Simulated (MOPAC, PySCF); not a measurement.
C$_{4}$H$_{12}$O$_{4}$Sn, SMILES `C[O][Sn]([O]C)([O]C)[O]C`, neutral singlet in the gas phase. 

Cartesian coordinates (Å):
SMILES: C[O][Sn]([O]C)([O]C)[O]C
```xyz
21

C     -0.1425     1.7295    -2.3867
O     -0.6934     0.6119    -1.7347
Sn     0.0000     0.0000    -0.0001
O     -1.3441    -1.2452     0.7121
C     -2.7197    -0.9771     0.5962
O      0.3411     1.6257     1.0512
C      1.1153     1.5858     2.2245
O      1.6966    -0.9924    -0.0291
C      1.7469    -2.3382    -0.4340
H      0.8421     1.5080    -2.8391
H     -0.0224     2.6016    -1.7191
H     -0.8258     2.0197    -3.2017
H     -3.0542    -0.1903     1.2979
H     -3.0146    -0.6719    -0.4238
H     -3.2689    -1.9002     0.8445
H      2.0634     1.0334     2.0963
H      1.3639     2.6228     2.5042
H      0.5686     1.1328     3.0725
H      0.9720    -2.9618     0.0467
H      1.6442    -2.4506    -1.5295
H      2.7316    -2.7434    -0.1485
```
Charge 0, spin multiplicity 1.

All levels are single points at this geometry (PBE0-D4/def2-SVP); Pople sets use spherical d functions. Orbital energies aren't observables, and empty levels follow the basis.

```tsv
level	HOMO (eV)	LUMO (eV)	gap (eV)	dipole (D)	vertical IE, Delta-SCF (eV)
B3LYP-D3(BJ)/def2-TZVP in PySCF	-7.71	-1.97	5.74	0.00	9.47
PBE-D3(BJ)/def2-TZVP in PySCF	-6.34	-2.65	3.69	0.00	–
PBE0-D4/def2-TZVP in PySCF	-7.95	-1.65	6.30	0.00	9.58
B3LYP/6-31G* (LANL2DZ on Sn) in PySCF	-7.39	-1.38	6.01	0.00	9.25
PBE/6-31G* (LANL2DZ on Sn) in PySCF	-5.98	-2.17	3.81	0.00	–
PM7 in MOPAC	-9.97	0.92	10.89	0.00	–
```
